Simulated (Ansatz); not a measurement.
Cost and result for the atomization energy of C2H8GeO, SMILES `C[CH](O)[GeH3]` (12 atoms, 11 bonds).

Z-matrix (Å, degrees):
```
C
C 1 1.515
H 1 1.093 2 111.2
H 1 1.097 2 110.7 3 119.3
H 1 1.093 2 111.1 3 -120.9
O 2 1.419 1 112.1 3 180.0
Ge 2 1.977 1 112.4 3 61.1
H 2 1.100 1 109.2 3 -57.5
H 6 0.962 2 108.4 1 55.1
H 7 1.538 2 109.3 1 58.2
H 7 1.536 2 110.4 1 179.1
H 7 1.541 2 109.1 1 -60.9
```

Charge 0, multiplicity 1. Correlated methods include outer-core shells of Ge, which these sets cover unevenly. Scalar relativity is left out up to krypton. All single points use the PBE0-D4/def2-TZVP geometry. It is one conformer, not always the lowest. Program: Ansatz. All runs use 4 threads of an Intel Xeon Platinum 8488C on a shared host. Times are those of one run each, without the atoms' runs, and a repeat can differ threefold. Electronic energies, without spin–orbit coupling; frozen cores. CCSD(T)/CBS adds CCSD(T) − MP2 in def2-TZVPP to the MP2 limit, and its time is that of the two runs behind it. T1 = 0.011. With those shells the extrapolation isn't a true limit.

CCSD(T)/CBS is a level of theory with its own doubt, some kJ/mol a heavy atom from the limit and from the frozen cores, so smaller differences don't rank the functionals.

```json
{"level": "PBE-D4/def2-TZVPP (with forces)", "functions": "253", "wall time": "1.8 s"}
{"level": "PBE0-D4/def2-TZVPP", "functions": "253", "wall time": "2.1 s"}
{"level": "BHLYP-D4/def2-TZVPP", "functions": "253", "wall time": "2.2 s"}
{"level": "r2SCAN-D4/def2-TZVPP (with forces)", "functions": "253", "wall time": "2.9 s"}
{"level": "r2SCANh-D4/def2-TZVPP", "functions": "253", "wall time": "3.1 s"}
{"level": "B2PLYP/def2-TZVPP", "functions": "253", "wall time": "3.8 s"}
{"level": "PBE-QIDH/def2-TZVPP", "functions": "253", "wall time": "3.9 s"}
{"level": "B97M-V/def2-TZVPP", "functions": "253", "wall time": "4.8 s"}
{"level": "CCSD(T)/def2-SVP", "functions": "114", "wall time": "4.8 s"}
{"level": "ωB97X-V/def2-TZVPP", "functions": "253", "wall time": "4.9 s"}
{"level": "MP2/def2-QZVPP", "functions": "500", "wall time": "19 s"}
{"level": "CCSD(T)/def2-TZVPP", "functions": "253", "wall time": "110 s"}
{"level": "CCSD(T)/CBS(def2)", "functions": "–", "wall time": "2.1 min"}
```

Problem. What atomization energy does each give, and how far from CCSD(T)/CBS? (An estimate is asked.)

Solution. The calculation gave: 
| level | atomization (kJ/mol) | difference from CCSD(T)/CBS | per bond |
| --- | --- | --- | --- |
| PBE-D4/def2-TZVPP (with forces) | 4168.2 | 29.8 | 2.7 |
| PBE0-D4/def2-TZVPP | 4112.5 | -25.9 | -2.4 |
| BHLYP-D4/def2-TZVPP | 4012.4 | -126.0 | -11.5 |
| r2SCAN-D4/def2-TZVPP (with forces) | 4128.0 | -10.4 | -1.0 |
| r2SCANh-D4/def2-TZVPP | 4106.9 | -31.5 | -2.9 |
| B2PLYP/def2-TZVPP | 4074.7 | -63.7 | -5.8 |
| PBE-QIDH/def2-TZVPP | 4094.1 | -44.3 | -4.0 |
| B97M-V/def2-TZVPP | 4138.1 | -0.3 | 0.0 |
| CCSD(T)/def2-SVP | 3922.8 | -215.6 | -19.6 |
| ωB97X-V/def2-TZVPP | 4136.9 | -1.5 | -0.1 |
| MP2/def2-QZVPP | 4121.5 | -16.9 | -1.5 |
| CCSD(T)/def2-TZVPP | 4049.2 | -89.2 | -8.1 |
| CCSD(T)/CBS(def2) | 4138.4 | 0.0 | 0.0 |

From r2SCAN to r2SCAN0 (25 % exact exchange), in def2-TZVPP and without D4, the atomization energy moves by −51.7 kJ/mol: exact exchange takes away binding that semilocal exchange gives to molecules. At CCSD(T), def2-SVP lies −215.6 kJ/mol from the extrapolated value and def2-TZVPP −89.2 kJ/mol: correlation converges slowly with the basis, and small sets miss more of it in the bonded molecule than in its fragments. In def2-TZVPP, CCSD(T) changes the Hartree–Fock value by +1045.6 kJ/mol (the triples alone add +51.2 kJ/mol) and MP2 by +1065.9 kJ/mol; breaking electron pairs costs correlation energy, which Hartree–Fock lacks.

For some Ge, Se and Sn compounds the MP2-based and the directly extrapolated limit differ by 10 to 25 kJ/mol.
